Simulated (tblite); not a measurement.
Compound: C3H11ClO2Si2.
Geometry (GFN2-xTB, Å), atoms numbered from 1 in this order:
```xyz
19
C3H11ClO2Si2 angstrom
C      2.247   -1.959    0.208
C      1.082   -1.152   -0.337
O      0.792   -0.104    0.578
C     -0.158    0.810    0.138
O     -1.420    0.210    0.010
Si    -2.370    0.068   -1.297
Si    -0.269    2.122    1.527
Cl    -1.558    3.530    0.917
H      3.118   -1.320    0.324
H      1.988   -2.371    1.179
H      2.485   -2.770   -0.475
H      0.196   -1.788   -0.463
H      1.334   -0.714   -1.315
H      0.147    1.214   -0.846
H     -1.647   -0.553   -2.414
H     -2.831    1.387   -1.734
H     -3.407   -0.782   -0.740
H      1.051    2.713    1.730
H     -0.790    1.468    2.719
```

Computed values, GFN2-xTB/tblite, gas phase, harmonic and unscaled. Against measured fundamentals such values can be off by several per cent, at times by over 20. Modes of hydrogen on silicon can be 10 to 20 % off. One conformer, not necessarily the lowest.

Harmonic wavenumbers (cm⁻¹): 28.1, 36.2, 61.1, 69.4, 82.8, 107.6, 148.9, 182.3, 210.2, 219.4, 314.3, 342.7, 475.7, 514.0, 529.2, 558.7, 610.5, 628.1, 689.4, 739.6, 754.5, 769.7, 801.8, 839.5, 839.7, 858.2, 912.3, 1050.5, 1079.8, 1109.1, 1129.7, 1149.6, 1250.2, 1258.5, 1335.7, 1357.1, 1399.1, 1473.3, 1489.8, 1493.3, 2206.5, 2257.9, 2283.0, 2319.6, 2357.2, 2770.7, 2851.7, 2904.6, 3044.9, 3047.8, 3055.3.

A = 1457, B = 712.5, C = 498.8 MHz; mass 169.999 u (most abundant isotopes); point group C1, symmetry number 1.

**Question.** What is the zero-point energy?

**Answer.** Half the sum of the wavenumbers: 28999 cm⁻¹ = 82.91 kcal/mol.

**Question.** Entropy at 400 K, 1 bar (ideal gas, RRHO, classical rotation)?

**Answer.** Translation 42.79, rotation 31.68, vibration 56.79: S = 131.3 cal/(mol K).

**Question.** And Cp and H(400 K) − H(0)?

**Answer.** Cp = 55.12 cal/(mol K), of which vibrations give 47.17 (their classical limit is 51 R = 101.3); H(400 K) − H(0) = 13.77 kcal/mol without the zero-point energy, 10.59 from vibrations.

**Question.** Blend soft modes into free rotors: weight 1/[1 + (100 cm⁻¹/ν̃)⁴] for the oscillator and the rest for a rotor with moment μB/(μ + B), μ = h/(8π²ν), B = 10⁻⁴⁴ kg m². What vibrational entropy results?

**Answer.** 49.42 cal/(mol K) in place of 56.79, which changes −T·S at 400 K by +2.95 kcal/mol.

**Question.** What must be added to the electronic energy to get the Gibbs energy at 400 K and 1 bar?

**Answer.** ZPE + [H(400 K) − H(0)] − T·S = 82.91 + 13.77 − 52.50 = 44.18 kcal/mol.

**Question.** Which modes carry the vibrational entropy at 400 K?

**Answer.** 28.1 cm⁻¹: 6.54; 36.2 cm⁻¹: 6.04; 61.1 cm⁻¹: 5.00; 69.4 cm⁻¹: 4.75; 82.8 cm⁻¹: 4.40; 107.6 cm⁻¹: 3.89 cal/(mol K); the other 45 give 26.17 together.

**Question.** How do the functions run with temperature in this model?

**Answer.** 
| T (K) | S (cal/(mol K)) | Cp (cal/(mol K)) | H − H(0) (kcal/mol) | G − H(0) (kcal/mol) | ln q(vib) |
| --- | --- | --- | --- | --- | --- |
| 50 | 65.7 | 18.0 | 0.64 | -2.65 | 1.53 |
| 100 | 80.4 | 24.5 | 1.71 | -6.33 | 3.91 |
| 298.15 | 116.5 | 45.5 | 8.63 | -26.10 | 11.76 |
| 373.15 | 127.5 | 52.7 | 12.32 | -35.26 | 14.35 |
| 500 | 144.4 | 62.9 | 19.69 | -52.53 | 18.50 |
| 750 | 172.8 | 77.0 | 37.32 | -92.31 | 25.94 |
| 1000 | 196.3 | 86.1 | 57.79 | -138.54 | 32.57 |

q(vib) and H(0) count from the zero-point level.

Hindered rotation and anharmonicity are outside this model. Other conformers, if any are populated, would add a mixing term that is left out. The structure is chiral; the term R ln 2 for an equal mix with its mirror image is left out.

Hardware: an Intel Xeon at 2.70 GHz with one thread, shared host with 64 logical CPUs at a one-minute load of 62. Cost: 1.2 s. The figure is for the frequency step alone.
